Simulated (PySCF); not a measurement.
# HBr⁺: frontier orbitals

r²SCAN at R = 1.456 Å; PySCF, no relativity, basis sets H def2-TZVPPD, Br def2-TZVPPD. State: ²Π (doublet), unpaired electrons π ↑. Only the outer orbitals are listed, counted within each symmetry.

```
spin  orbital  occ.  ε (eV)  on H (%)           main shells (%)
   α       7σ     1  -30.83         0                   98 Br s
   α       8σ     1  -20.48        28           65 Br p, 28 H s
   α       4π     1  -18.53         0                   99 Br p
   α       4π     1  -16.94         1                   99 Br p
   α       9σ     0   -8.87        55  54 H s, 26 Br p, 17 Br d
   β       7σ     1  -29.51         4                   94 Br s
   β       8σ     1  -20.15        30           62 Br p, 30 H s
   β       4π     1  -16.53         1                   99 Br p
   β       4π     0  -15.53         1                   99 Br p
   β       9σ     0   -8.59        52  50 H s, 28 Br p, 16 Br d
```

Question: Which are the highest filled and the lowest empty level, where do they sit, and how wide is the gap?

Answer: Highest filled β 4π at -16.53 eV (in %: 99 Br p); lowest empty β 4π at -15.53 eV (in %: 99 Br p); the gap at r²SCAN is 1.00 eV. Both belong to one degenerate shell, split only by its one-sided filling, so this is no excitation gap.

| Quantity | Value |
| --- | --- |
| bond order (Mayer) | 0.80 |
| ⟨S²⟩ | 0.755 |
| charge on H (Mulliken, basis-dependent) | 0.35 |
| charge on H (Löwdin, basis-dependent) | -0.21 |
| dipole moment (positive dipole points towards Br; it is taken about the centre of mass and depends on that origin) | -1.56 D |

Spin–orbit coupling is left out. The state was picked by a PBE0 search and need not be the measured ground state.
